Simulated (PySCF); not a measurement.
# What a mistake does to a calculation on BC2ClH3

All numbers below are calculated, not measured. The program is PySCF 2.14.0, an open-source quantum chemistry code, run on an isolated molecule that a program drew, which may never have been made. The molecule is BC2ClH3 (charge 0, doublet), drawn as the SMILES string `[CH2]C=BCl`.

Each row is a Hartree-Fock (HF) and frozen-core CCSD(T) single point in the cc-pV(D+d)Z basis, meant for a local HF minimum. Run 1 is clean. Each other run has one planted mistake out of seven kinds, and not every kind appears here: one electron removed, one electron added, multiplicity raised by two, geometry at a saddle point, minimal basis STO-3G, one bond length entered in bohr, all coordinates scaled. The reference is restricted for singlets and unrestricted otherwise, and also for a bond in bohr. Adding or removing an electron swaps singlet and doublet. Electrons count all cores. HOMO and LUMO are orbital energies over both spins, the gradient is its largest component, and the lowest frequency (negative if imaginary) is given only where the gradient is small. Bond lengths are over the 6 bonds as drawn. T1 is the CCSD diagnostic: over 0.02 (restricted) or 0.045 (unrestricted) a single reference is doubtful.

Geometry of the clean run:
```xyz
7
BC2ClH3, angstrom
C    -1.8831    0.0444   -1.5664
C    -1.8234   -0.8292   -0.5509
B    -2.1157   -0.4458    0.9191
Cl   -2.5629    1.1564    1.4881
H    -1.6735   -0.2497   -2.5890
H    -2.1441    1.0835   -1.4057
H    -1.5560   -1.8577   -0.7725
```

```
run  electrons  basis functions  <S^2>  HOMO (eV)  LUMO (eV)  gradient (hartree/bohr)  lowest frequency (cm^-1)  mean bond (Å)  longest bond (Å)      T1  HF (hartree)  CCSD(T) (hartree)                          mistake
  1         37               80  0.840      -9.24       1.62                  3.9e-05                       195         1.3166             1.758  0.0270    -561.64464         -562.16170                         no fault
  2         37               80  1.174      -9.50      -0.31                  1.0e-02                         -         1.5773             3.322  0.0486    -561.52169         -562.02474  one bond length entered in bohr
  3         37               80  0.778      -9.04       1.62                  2.0e-02                         -         1.2863             1.718  0.0181    -561.64061         -562.15435           all coordinates scaled
  4         37               27  1.060      -7.82       5.43                  2.1e-02                         -         1.3166             1.758  0.0482    -555.43758         -555.62427                                ?
```

**Which mistake was planted in run 4, and what did it cost?**

It has 27 basis functions where the clean run has 80, with the same electrons and geometry. So the mistake is: minimal basis STO-3G. Subtracting run 1 and multiplying by 627.51 kcal/mol a hartree, the energy moved by 3895.0 kcal/mol in HF and 4102.3 kcal/mol in CCSD(T).

Cautions from the logs. Run 2: T1 is over the limit, so its CCSD(T) energy is less reliable; run 4: T1 is over the limit, so its CCSD(T) energy is less reliable.
